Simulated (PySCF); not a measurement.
Breaking a bond: KH, singlet.

Level of theory: CCSD(T) on UHF/def2-SVP, 5 core orbitals frozen in PySCF.

Relative to R = 2.35 Å, what are the energies at R = 1.94, 2.63, 3.41, 4.94 Å?

7.0 kcal/mol at 1.94 Å, 2.6 kcal/mol at 2.63 Å, 17.2 kcal/mol at 3.41 Å, 32.7 kcal/mol at 4.94 Å.

The unrestricted determinant behind UCCSD(T) is spin-contaminated at 2.81 to 9.02 Å (<S²> up to 1.0, against 0.00 for a pure singlet).
